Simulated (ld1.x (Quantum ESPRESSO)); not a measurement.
**hafnium (Hf): excitation energies, all-electron against TM**

hafnium (Hf), norm-conserving Troullier–Martins (Kleinman–Bylander form), made with ld1.x (Quantum ESPRESSO) 7.5 (PBE, fully relativistic). Core [Xe] 4f14, reference 5d2 6s1 6p1. Waves: 6p (bound): rc 3.35 bohr; 5d (bound): rc 2.30 bohr; 6s (bound): rc 3.05 bohr. Local part: the s channel. Core correction: none.

Open shells are filled in proportion to 2j + 1 (rel_dist='average').

Energies are relative to the spin-unpolarised reference configuration 5d2 6s1 6p1; without spin polarisation the order of configurations can differ from experiment.

```json
{"valence configuration": "5d2 6s2 6p0", "charge": "0", "ΔE all-electron (eV)": "-3.798", "error AE − PS (meV)": "+4.1"}
{"valence configuration": "5d2 6s1 6p0", "charge": "+1", "ΔE all-electron (eV)": "4.181", "error AE − PS (meV)": "+2.8"}
{"valence configuration": "5d2 6s0 6p0", "charge": "+2", "ΔE all-electron (eV)": "18.361", "error AE − PS (meV)": "+120"}
{"valence configuration": "5d2 6s1.5 6p0", "charge": "+0.5", "ΔE all-electron (eV)": "-0.542", "error AE − PS (meV)": "+0.4"}
{"valence configuration": "5d2 6s0 6p2", "charge": "0", "ΔE all-electron (eV)": "4.003", "error AE − PS (meV)": "+8.9"}
{"valence configuration": "5d1 6s0 6p0", "charge": "+3", "ΔE all-electron (eV)": "40.144", "error AE − PS (meV)": "+322"}
{"valence configuration": "5d1 6s2 6p1", "charge": "0", "ΔE all-electron (eV)": "-1.868", "error AE − PS (meV)": "+54"}
```
